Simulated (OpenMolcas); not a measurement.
An OpenMolcas run meant for Tl⁺ (ANO-R3, X2C; inactive shells 1s 2s 2p 3s 3p 3d 4s 4p 4d 4f 5s 5p 5d; intended active space 2 electrons in 9 orbitals (RAS2 6s 6p; RAS3 6d, at most 2 electrons)). One step of its input:

```
&RASSCF
FileOrb=start.orb
Symmetry=1
Spin=3
nActEl=2 0 2
Inactive=20 19
Ras2=1 3
Ras3=5 0
CIRoot=3 3 1
SDav=18
CIMx=300
Iter=52 100
PrWF=0.3
OrbListing=Nothing
MaxOrb=0
Atom
Thrs=1.0e-2 5.0e-1 5.0e-1
```

The run finished. Its levels beside those of a sound run (RASSCF), in cm⁻¹ above each run's lowest level:

```csv
Level,This run,Usual run
6s² ¹S₀,0.0,0.0
6s 6p ³P°₀,44719,44805
6s 6p ³P°₁,47645,47733
6s 6p ³P°₂,55229,55309
6s 6p ¹P°₁,74697,74774
```

**Question.** Which setting is unsound, and how much does it matter here?

**Answer.** The convergence thresholds are far too loose, so the orbitals stop early. Against the sound run the excited levels shown move by 83 cm-1 on average and by 88 cm-1 at most.

Some high roots are left out of the spin-orbit mixing, which shifts the levels that they would mix with. Active for correlation alone: 6d; no level in the range computed is led by a configuration that fills it, so any true level of that kind is missing. Spin-orbit splittings of 6p shells tend to come out small when the coupling is added on scalar orbitals. Only configurations of the active space appear.

° marks odd parity.
